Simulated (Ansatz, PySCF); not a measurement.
The pair A = AlH3 (SMILES [AlH3]) (first 4 atoms), B = C2H6O (SMILES COC); geometry from B3LYP-D3(BJ)/def2-TZVP.
(charge 0, multiplicity 1):
```xyz
13

Al     0.07527    -0.21232     0.65209
H     -1.44493    -0.37966     0.19925
H      0.73711     1.20981     0.36305
H      1.01513    -1.50009     0.62713
C      0.41614    -0.98281     3.57798
O     -0.16109    -0.09028     2.61797
C     -0.96248     0.95213     3.18605
H     -0.37737    -1.47469     4.14388
H      1.06697    -0.42343     4.25279
H      0.99105    -1.71482     3.01957
H     -1.79565     0.51459     3.73873
H     -1.33871     1.55383     2.36360
H     -0.34960     1.56714     3.84727
```

Frozen-core correlation.

Run with Ansatz (a program for electronic structure) with Gaussian orbitals; PySCF for the dispersion terms. Each number belongs to the level named beside it.

The monomers are drawn apart, rigid, along the line of their centres of mass. Counterpoise-corrected interaction energies (kcal/mol):

| level | R = 3.333 Å | R = 4.127 Å |
|---|---|---|
| PBE/def2-TZVPPD | -12.2614 | -4.5371 |
| PBE-D3(BJ)/def2-TZVPPD | -13.5507 | -5.1912 |
| wB97M-V/def2-TZVPPD | -14.1530 | -5.3047 |
| CCSD(T)/aug-cc-pV(D+d)Z | -13.3927 | -5.1610 |

### Question
R is the distance of the centres of mass. Find the local exponent m of E ∝ R⁻ᵐ between the two points.

### Answer

m = ln(E₁/E₂)/ln(R₂/R₁): PBE/def2-TZVPPD 4.7; PBE-D3(BJ)/def2-TZVPPD 4.5; wB97M-V/def2-TZVPPD 4.6; CCSD(T)/aug-cc-pV(D+d)Z 4.5. For scale, two fixed dipoles give m = 3, dipole and quadrupole 4, quadrupoles 5, and dispersion or dipole-induced dipole 6 at long range; at these distances several terms mix, and what is left of overlap and damping shifts m, so it need not match one of them.
